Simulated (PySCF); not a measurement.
Computed shifts of a molecule C4H8O, PBE/pcSseg-1 run with PySCF, GIAO, gas phase, atoms alike by connectivity averaged where their shifts nearly agree, in ppm (number of nuclei): ¹³C: 74.9 (2), 32.6 (2). ¹H: 4.41 (2), 4.07 (2), 2.00 (4). References: ¹³C against TMS (σ = 182.0 ppm); ¹⁷O against H2O (σ = 334.3 ppm); ¹H against TMS (σ = 31.49 ppm), references at their B3LYP-D3(BJ)/def2-TZVP geometries, non-relativistic. Geometry: PBE0-D3(BJ)/def2-SVP. The values are those of a single conformer.

Question: Pick the molecule that these values belong to.
A. OCC1CC1
B. C1CCOC1
C. CC1COC1
D. COC1CC1

Answer: B, C1CCOC1
